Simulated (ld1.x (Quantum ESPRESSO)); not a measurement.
**Configuration tests for Mo (Z = 42) (ultrasoft)**

ld1.x (Quantum ESPRESSO) 7.5 input, shortened:

```
&input
   title='Mo', zed=42., rel=2, dft='PBE', iswitch=3,
   config='[Kr] 4d5 5s1 5p0', rel_dist='average'
 /
 &inputp
   pseudotype=3, tm=.true., lloc=-1, rcloc=3.25,
   nlcc=.false.
 /
6
5S  1  0   1.00   0.00  2.50  2.80  0.0
5S  1  0   0.00   0.55  2.50  2.80  0.0
5P  2  1   0.00   0.00  3.95  4.80  0.0
5P  2  1   0.00   0.50  3.95  4.80  0.0
4D  3  2   5.00   0.00  1.45  1.80  0.0
4D  3  2   0.00   1.10  1.45  1.80  0.0
 &test
   configts(1)='4d5 5s1 5p0'
 /
```

Open shells are filled in proportion to 2j + 1 (rel_dist='average').

Energies are relative to the spin-unpolarised reference configuration 4d5 5s1 5p0; without spin polarisation the order of configurations can differ from experiment. The frozen-core shift is the all-electron ΔE with the core orbitals held at their reference shape minus the fully relaxed ΔE.

(1) Give the all-electron excitation energy and the error of the potential for: 4d5 5s0 5p0; 4d4 5s0 5p0; 4d3 5s0 5p0; 4d6 5s0 5p0; 4d5 5s0 5p1; 4d5 5s0.5 5p0; 4d4 5s2 5p0.

## Answers

(1)

```json
{"valence configuration": "4d5 5s0 5p0", "charge": "+1", "ΔE all-electron (eV)": "6.891", "error AE − PS (meV)": "+18", "frozen-core shift (meV)": "+2.7"}
{"valence configuration": "4d4 5s0 5p0", "charge": "+2", "ΔE all-electron (eV)": "22.352", "error AE − PS (meV)": "+77", "frozen-core shift (meV)": "+72"}
{"valence configuration": "4d3 5s0 5p0", "charge": "+3", "ΔE all-electron (eV)": "49.093", "error AE − PS (meV)": "+61", "frozen-core shift (meV)": "+481"}
{"valence configuration": "4d6 5s0 5p0", "charge": "0", "ΔE all-electron (eV)": "0.762", "error AE − PS (meV)": "-23", "frozen-core shift (meV)": "+21"}
{"valence configuration": "4d5 5s0 5p1", "charge": "0", "ΔE all-electron (eV)": "3.138", "error AE − PS (meV)": "+6.1", "frozen-core shift (meV)": "+0.7"}
{"valence configuration": "4d5 5s0.5 5p0", "charge": "+0.5", "ΔE all-electron (eV)": "2.727", "error AE − PS (meV)": "+2.4", "frozen-core shift (meV)": "+0.7"}
{"valence configuration": "4d4 5s2 5p0", "charge": "0", "ΔE all-electron (eV)": "0.198", "error AE − PS (meV)": "-40", "frozen-core shift (meV)": "+42"}
```
